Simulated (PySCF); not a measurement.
Computed shifts of a molecule C4H10Si2, B3LYP/pcSseg-1 run with PySCF, GIAO, gas phase, atoms alike by connectivity averaged where their shifts nearly agree, in ppm (number of nuclei): ¹³C: 145.9 (1), 144.7 (1), 18.9 (1), 10.7 (1). ²⁹Si: -10.6 (1), -46.1 (1). ¹H: 6.62 (1), 6.38 (2), 4.88 (1), 4.69 (1), 4.52 (1), 1.89 (1), 1.66 (1), 1.64 (1), 1.38 (1). References: ¹³C against TMS (σ = 181.3 ppm); ²⁹Si against TMS (σ = 338.7 ppm); ¹H against TMS (σ = 31.68 ppm), references at their B3LYP-D3(BJ)/def2-TZVP geometries, non-relativistic. Geometry optimised at PBE0-D3(BJ)/def2-SVP. Other conformers were not sampled.

Question: Which molecule gave these data?
A) C[Si@@H]1C=C[Si@@H]1C
B) CC1=C([SiH3])C[SiH2]1
C) C=CC=C([SiH3])[SiH3]
D) C=C[Si@H]1CC[SiH2]1

Answer: D, C=C[Si@H]1CC[SiH2]1
